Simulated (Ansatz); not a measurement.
`C[SiH2][GaH2]` + silanol → `[SiH3][O][GaH2]` + `C[SiH3]` at 298.15 K and 1 bar (cleavage of the Ga–Si bond).

Computed with Ansatz on PBE0-D4/def2-TZVP structures; ΔE is electronic, products minus reactants. CCSD(T)/CBS is the MP2 limit (def2-TZVPP, def2-QZVPP) plus CCSD(T) − MP2 in def2-TZVPP, frozen cores. This one scheme is used for every species. For Ga outer-core shells are correlated without core-valence functions, which leaves a few kJ/mol of doubt a bond. Scalar relativity is left out up to krypton.

```json
{"species": "`C[SiH2][GaH2]`", "CCSD(T)/CBS energy (Eh)": "-2255.26778", "H − E (kJ/mol)": "194.9", "S (J/(mol·K))": "345.6"}
{"species": "`O[SiH3]`", "CCSD(T)/CBS energy (Eh)": "-366.69042", "H − E (kJ/mol)": "113.6", "S (J/(mol·K))": "257.8"}
{"species": "`[SiH3][O][GaH2]`", "CCSD(T)/CBS energy (Eh)": "-2291.24790", "H − E (kJ/mol)": "130.4", "S (J/(mol·K))": "331.5"}
{"species": "`C[SiH3]`", "CCSD(T)/CBS energy (Eh)": "-330.73916", "H − E (kJ/mol)": "173.3", "S (J/(mol·K))": "255.5"}
```

H − E and S are ideal-gas, rigid-rotor, harmonic terms from PBE0-D4/def2-TZVP. 1 Eh = 2625.50 kJ/mol, R = 8.31446 J/(mol·K).

Question: By hand: ΔE, ΔH, ΔS and ΔG.

Answer: ΔE = (-2291.24790) + (-330.73916) − (-2255.26778) − (-366.69042) = -0.02886 Eh = -75.8 kJ/mol. Δ(H − E) = 130.4 + 173.3 − 194.9 − 113.6 = -4.8, so ΔH = -80.6 kJ/mol. ΔS = 331.5 + 255.5 − 345.6 − 257.8 = -16.4 J/(mol·K). ΔG = -80.6 − 298.15 × (-16.4)/1000 = -75.7 kJ/mol.

Question: By hand: the equilibrium constant, and the temperature at which ΔG would vanish if ΔH and ΔS stayed fixed.

Answer: log₁₀ K = −ΔG/(RT ln 10) = 13.3. ΔG = 0 at ΔH/ΔS = 4915 K, far beyond where these terms or the molecules hold.

ΔH outweighs TΔS. A doubt of 5 kJ/mol in ΔE shifts log₁₀ K by 0.9 here. Modes under 60 cm⁻¹, often nearly free rotors, make the harmonic entropy too high. These are equilibria of isolated gas molecules and say nothing of rates. Largest T1 diagnostic: 0.014 (customary marks: 0.02 for closed shells, 0.045 for open ones).
